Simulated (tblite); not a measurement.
Compound: C5H10Si.
Cartesian coordinates in Å at the GFN2-xTB level; atoms count from 1:
```
atom  x, y, z in Å
C1     3.1381   -0.1106    0.5461
C2     2.0416   -0.4570    0.2140
C3     0.6955   -0.8460   -0.1529
C4    -0.3562    0.0301    0.5459
C5    -0.2355    1.4774    0.0751
Si6   -2.1157   -0.6546    0.2634
H7     4.1063    0.1815    0.8244
H8     0.5515   -1.8961    0.1199
H9     0.5858   -0.7610   -1.2384
H10   -0.1375    0.0095    1.6204
H11   -0.4534    1.5579   -0.9889
H12    0.7737    1.8520    0.2432
H13   -0.9333    2.1156    0.6132
H14   -3.0812    0.2089    0.9436
H15   -2.3974   -0.6834   -1.1742
H16   -2.1898   -2.0153    0.8010
```

All values are computed: GFN2-xTB (tblite) harmonic vibrations without scaling, gas phase. This tight-binding method is rough: wavenumbers can miss measured ones by several per cent, in bad cases by 10 to 20. Modes of hydrogen on silicon can be 10 to 20 % off. One conformer, not necessarily the lowest.

Harmonic wavenumbers (cm⁻¹): 71.2, 111.8, 132.2, 221.9, 223.8, 285.4, 299.2, 363.1, 433.8, 542.8, 550.0, 638.0, 650.1, 737.6, 778.6, 785.8, 792.4, 888.0, 930.9, 1006.2, 1018.9, 1100.3, 1123.3, 1190.6, 1235.1, 1300.5, 1326.2, 1418.7, 1451.1, 1505.1, 1512.6, 2251.2, 2255.0, 2270.1, 2292.5, 2915.8, 2935.2, 2951.8, 3009.3, 3017.4, 3029.9, 3396.3.

A = 6456, B = 1423, C = 1242 MHz; mass 98.055 u (most abundant isotopes); point group C1, symmetry number 1.

Problem. What is the zero-point energy?

Solution. Half the sum of the wavenumbers: 27475 cm⁻¹ = 78.55 kcal/mol.

Problem. What is S at 350 K and 1 bar for an ideal gas of classical rigid rotors and harmonic oscillators?

Solution. Translation 40.48, rotation 28.21, vibration 27.06: S = 95.8 cal/(mol K).

Problem. And Cp and H(350 K) − H(0)?

Solution. Cp = 38.17 cal/(mol K), of which vibrations give 30.22 (their classical limit is 42 R = 83.5); H(350 K) − H(0) = 8.02 kcal/mol without the zero-point energy, 5.24 from vibrations.

Problem. Which modes carry the vibrational entropy at 350 K?

Solution. 71.2 cm⁻¹: 4.44; 111.8 cm⁻¹: 3.55; 132.2 cm⁻¹: 3.22; 221.9 cm⁻¹: 2.24; 223.8 cm⁻¹: 2.22; 285.4 cm⁻¹: 1.78 cal/(mol K); the other 36 give 9.61 together.

Problem. How do the functions run with temperature in this model?

Solution. 
| T (K) | S (cal/(mol K)) | Cp (cal/(mol K)) | H − H(0) (kcal/mol) | G − H(0) (kcal/mol) | ln q(vib) |
| --- | --- | --- | --- | --- | --- |
| 150 | 71.6 | 20.9 | 2.08 | -8.67 | 1.89 |
| 250 | 84.4 | 29.8 | 4.61 | -16.48 | 3.95 |
| 298.15 | 90.0 | 33.9 | 6.15 | -20.68 | 4.98 |
| 400 | 101.1 | 41.9 | 10.02 | -30.42 | 7.17 |
| 600 | 120.5 | 54.0 | 19.69 | -52.63 | 11.42 |
| 900 | 144.9 | 66.0 | 37.82 | -92.57 | 17.41 |

q(vib) and H(0) count from the zero-point level.

Hindered rotation and anharmonicity are outside this model. Other conformers, if any are populated, would add a mixing term that is left out. The structure is chiral; the term R ln 2 for an equal mix with its mirror image is left out.
